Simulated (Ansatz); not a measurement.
Molecular dynamics of CHBNSi

Input file:

```yaml
crystal:
  periodic: [false, false, false]
  atoms:
    - { symbol: B, position_ang: [-1.263574, -0.190156, -0.110535] }
    - { symbol: Si, position_ang: [-0.077146, -0.918296, 1.353375] }
    - { symbol: C, position_ang: [0.511864, 0.066138, -0.12608] }
    - { symbol: "N", position_ang: [-0.539007, 0.976028, -0.285948] }
    - { symbol: H, position_ang: [1.367852, 0.066296, -0.830811] }
magnetization:
  spin_polarized: true
  initial_magnetization: 1
basis:
  gaussian: { orbitals: def2-SVP }
hamiltonian:
  xc: pbe
  dispersion: d4
md:
  timestep: 0.5
  n_steps: 100
  ensemble: nvt_nose_hoover
  temperature: 200.0
  initial_velocities: maxwell_boltzmann
  seed: 682526
  nose_hoover: { tau: 1.0, chain_length: 1 }
```

Run as:

```bash
$ ansatz run input.yaml --threads 1 --pin off --max-ram 2048MiB --backend cpu --events-out ev --progress --plain --runs-dir out
```

It starts from a relaxed structure.

Output, in part (step lines, the closing report, with atoms numbered from 0):

```
md step     0: t =     0.00 fs  T =   200.0 K  F+E_penalty+E_count = -11080.04443964 eV  E_kin = 0.077556 eV  conserved = -11079.96688364 eV  (50 SCF iters)
md step     1: t =     0.50 fs  T =   196.9 K  F+E_penalty+E_count = -11080.04312487 eV  E_kin = 0.076343 eV  conserved = -11079.96686017 eV  (39 SCF iters)
md step     2: t =     1.00 fs  T =   189.8 K  F+E_penalty+E_count = -11080.03957062 eV  E_kin = 0.073606 eV  conserved = -11079.96680777 eV  (39 SCF iters)
md step     3: t =     1.50 fs  T =   183.6 K  F+E_penalty+E_count = -11080.03451847 eV  E_kin = 0.071202 eV  conserved = -11079.96674251 eV  (38 SCF iters)
md step     4: t =     2.00 fs  T =   182.9 K  F+E_penalty+E_count = -11080.02882508 eV  E_kin = 0.070933 eV  conserved = -11079.96668004 eV  (37 SCF iters)
md step     5: t =     2.50 fs  T =   190.4 K  F+E_penalty+E_count = -11080.02325334 eV  E_kin = 0.073827 eV  conserved = -11079.96663312 eV  (38 SCF iters)
md step     6: t =     3.00 fs  T =   205.3 K  F+E_penalty+E_count = -11080.01836788 eV  E_kin = 0.079597 eV  conserved = -11079.96661103 eV  (38 SCF iters)
md step     7: t =     3.50 fs  T =   221.8 K  F+E_penalty+E_count = -11080.01445264 eV  E_kin = 0.086015 eV  conserved = -11079.96661860 eV  (38 SCF iters)
[... lines left out ...]
Total energy: -11079.95033973 eV, -407.1806647250 hartree
Atom 0 at    -1.306540    -0.136375    -0.057165 Å, force     0.275164    -0.241248    -0.308529 eV/Å
Atom 1 at    -0.063319    -0.942888     1.346160 Å, force    -0.126973    -0.234002     0.590223 eV/Å
Atom 2 at     0.516390     0.088568    -0.076343 Å, force     0.567792     0.042516    -0.484131 eV/Å
Atom 3 at    -0.547716     0.962105    -0.368863 Å, force     0.315450     0.327338     0.051040 eV/Å
Atom 4 at     1.510473     0.100926    -0.642619 Å, force    -1.031434     0.105396     0.151398 eV/Å
Dipole moment:     0.253092    -0.257714    -0.012411 e Å
```

The steps, from the saved trajectory:

```
time (fs)  T (K)  potential energy less start (eV)  conserved less start (meV/atom)
        0    200                             0.000                             0.00
      1.5    184                             0.010                             0.03
        3    205                             0.026                             0.05
      4.5    223                             0.036                             0.04
        6    164                             0.048                             0.02
      7.5    187                             0.072                             0.06
        9    268                             0.094                             0.09
     10.5    170                             0.096                             0.03
       12    156                             0.102                             0.02
     13.5    247                             0.128                             0.09
       15    202                             0.154                             0.13
     16.5    188                             0.151                             0.08
       18    209                             0.149                             0.04
     19.5    168                             0.168                             0.12
       21    272                             0.162                             0.14
     22.5    188                             0.129                             0.04
       24    130                             0.117                             0.03
     25.5    264                             0.109                             0.06
       27    208                             0.096                             0.06
     28.5    142                             0.078                             0.03
       30    234                             0.066                             0.02
     31.5    202                             0.067                             0.06
       33    178                             0.058                             0.05
     34.5    226                             0.044                             0.01
       36    169                             0.048                             0.03
     37.5    200                             0.054                             0.06
       39    247                             0.048                             0.04
     40.5    152                             0.043                             0.01
       42    186                             0.047                             0.03
     43.5    264                             0.053                             0.06
       45    161                             0.049                             0.03
     46.5    173                             0.048                             0.01
       48    240                             0.066                             0.04
     49.5    178                             0.090                             0.08
```

All steps were run. The conserved energy stayed within 0.16 meV per atom of its start (net change 0.073 meV per atom), so the integration is sound. A run of 0.05 ps of so small a system gives no equilibrium averages.

The same pairs are bonded in the first frame and the last. Pairs count as bonded within 1.25 times the sum of covalent radii (0.12 Å more for H–H).

Last frame:

```xyz
5
Properties=species:S:1:pos:R:3
B -1.306 -0.136 -0.057
Si -0.063 -0.943 1.346
C 0.516 0.089 -0.076
N -0.548 0.962 -0.369
H 1.510 0.101 -0.643
```

Run time: 3.1 min on 1 thread of Arm Neoverse V2 (shared host), peak memory 0.13 GiB.
